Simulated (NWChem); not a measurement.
Species: C3HF4 cation

```xyz
8

F      0.2071    -2.7020    -0.0977
C     -0.3149    -1.6149    -0.0459
C     -0.8256    -0.4557     0.0060
C      0.0453     0.8670     0.0042
F      1.3165     0.5446    -0.0605
F     -0.3132     1.5599    -1.0384
F     -0.2190     1.5006     1.1106
H     -1.9256    -0.3431     0.0583
```
Atoms are numbered in this order, from 1.

All runs: NWChem. Pople sets run with spherical d functions. The geometry was optimised at PBE0/def2-SVP. Atomic charges in e: unrestrained fits to the electrostatic potential beside Mulliken populations; buried atoms are poorly determined by the fit.

Problem. What does the run give for Hartree-Fock/6-31G*? Quantities: ESP F1; Mulliken F1; ESP C2; Mulliken C2; ESP C3; Mulliken C3; ESP C4; Mulliken C4; ESP F5; Mulliken F5; relative RMS misfit of the potential (%).

Solution. 
```
Property                                  Value
----------------------------------------  -----
ESP F1                                     0.07
Mulliken F1                               -0.11
ESP C2                                     0.76
Mulliken C2                                0.76
ESP C3                                    -0.58
Mulliken C3                               -0.40
ESP C4                                     1.00
Mulliken C4                                1.37
ESP F5                                    -0.22
Mulliken F5                               -0.37
relative RMS misfit of the potential (%)      3
```
